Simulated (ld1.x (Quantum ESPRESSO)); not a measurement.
**An all-electron radial function and its pseudo partner (boron (B))**

Columns: radius, all-electron u(r) and pseudo u(r) of the 2s shell (level -9.49 eV) of boron in the configuration [He] 2s1.75 2p1.25; PBEsol, scalar-relativistic, TM scheme, ld1.x (Quantum ESPRESSO) 7.5.

```csv
r (bohr),all-electron,pseudo
0.118,0.2868,-0.0524
0.235,0.2799,-0.1064
0.353,0.1527,-0.1651
0.470,-0.0116,-0.2293
0.588,-0.1771,-0.3014
0.705,-0.3240,-0.3798
0.822,-0.4477,-0.4624
0.940,-0.5477,-0.5441
1.058,-0.6235,-0.6168
1.175,-0.6769,-0.6730
1.292,-0.7113,-0.7102
1.410,-0.7298,-0.7297
1.528,-0.7348,-0.7348
1.645,-0.7292,-0.7292
1.763,-0.7151,-0.7151
1.880,-0.6948,-0.6948
1.998,-0.6694,-0.6694
2.115,-0.6410,-0.6410
2.232,-0.6102,-0.6102
2.350,-0.5779,-0.5779
2.468,-0.5450,-0.5450
2.585,-0.5123,-0.5123
2.702,-0.4800,-0.4800
2.820,-0.4482,-0.4482
2.938,-0.4175,-0.4175
3.055,-0.3882,-0.3882
```

**Question.** How many radial nodes do the two functions have?

**Answer.** The all-electron 2s function has n − l − 1 = 1; the pseudo-wave has 0, since the states of the same l below it are removed with the core.

**Question.** At about which radius was the pseudo-wave matched?

**Answer.** 1.55 bohr. The columns agree to 0.0005 from 1.41 bohr on; several derivatives are matched, so the curves merge somewhat inside the radius.

**Question.** Is the pseudo-wave norm-conserving?

**Answer.** Yes: the TM scheme keeps the norm inside the radius equal to the all-electron one, which fixes the energy derivative of the logarithmic derivative at the level.
